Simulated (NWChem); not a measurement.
System: CF₂I cation

The following NWChem deck was run.

```
start job
memory heap 200 mb stack 900 mb global 1100 mb
charge 1
geometry units angstroms noautosym nocenter noautoz
  F      0.000000    -1.053011     1.902893
  C      0.000000     0.000000     1.227185
  F      0.000000     1.053011     1.902893
  I      0.000000     0.000000    -0.771838
end
basis spherical
  * library def2-svp
end
ecp
  I library def2-ecp
end
dft
  xc m05-2x
  iterations 150
end
cosmo
  dielec 2.0
end
task dft energy
```

Coordinates come from a PBE0/def2-SVP optimisation. def2 effective core potentials on I; no spin-orbit coupling.

Level: M05-2X/def2-SVP with COSMO at NWChem's default radii, gas-phase geometry; the question gives the dielectric constant. Reactions with the solvent are ignored.

Question: Predict the main results of this run. (M05-2X/def2-SVP with def2 effective core potentials on I, COSMO on the gas-phase geometry.) Quantities: electrostatic solvation energy (kcal/mol).

Answer: 
```yaml
electrostatic solvation energy (kcal/mol): -32.7
```
